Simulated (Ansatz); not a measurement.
The same path of ClH + GeH4 (7 atoms, charge 0, multiplicity 1) was run 3 times with different band settings. Lost on the way: Ge1–H2, Cl6–H7. Made: Ge1–Cl6, H2–H7.

These are results of Ansatz 0.2.0, RKS PBE0/def2-TZVP, not measurements.

Relaxed end points:

```xyz
7
Properties=species:S:1:pos:R:3
Ge 0.375 0.000 -0.244
H -0.084 0.000 1.227
H 1.907 0.000 -0.272
H -0.169 1.257 -0.932
H -0.169 -1.257 -0.932
Cl -3.234 0.000 2.287
H -1.995 0.000 1.954
```

```xyz
7
Properties=species:S:1:pos:R:3
Ge -0.353 0.000 -0.775
H -0.167 0.000 3.539
H 0.736 0.000 0.303
H -0.305 1.268 -1.632
H -0.305 -1.268 -1.632
Cl -2.253 0.000 0.246
H -0.724 0.000 3.040
```

Common settings: climbing image yes; spring 5.0 eV/Å²; optimiser quadratic models (default); force threshold 0.03 eV/Å; iteration limit 60; end points relaxed.

| run | movable images | start path |
| --- | --- | --- |
| 1 | 7 | through a guess of the saddle point |
| 2 | 7 | straight line |
| 3 | 2 | through a guess of the saddle point |

What does each run give, and how far can it be trusted?

Run 1: converged after 14 iterations, highest image 1.704 eV above the first end. A vibrational analysis at the climbing image gives one clearly imaginary mode, 958i cm⁻¹: a first-order saddle point.
Run 2: converged after 15 iterations, highest image 1.704 eV above the first end. Another band between the same ends (7 images) ends at a top of the same energy, where a vibrational analysis finds 1 clearly imaginary mode.
Run 3: converged after 15 iterations, highest image 1.704 eV above the first end. Neighbouring images differ by up to 1.9 eV, so the band resolves the path poorly. Another band between the same ends (7 images) ends at a top of the same energy, where a vibrational analysis finds 1 clearly imaginary mode. So few images can step over the top or miss a turn of the path.
The orbitals stay closed-shell, which can raise the energy where a bond breaks towards radicals; this wasn't checked here.
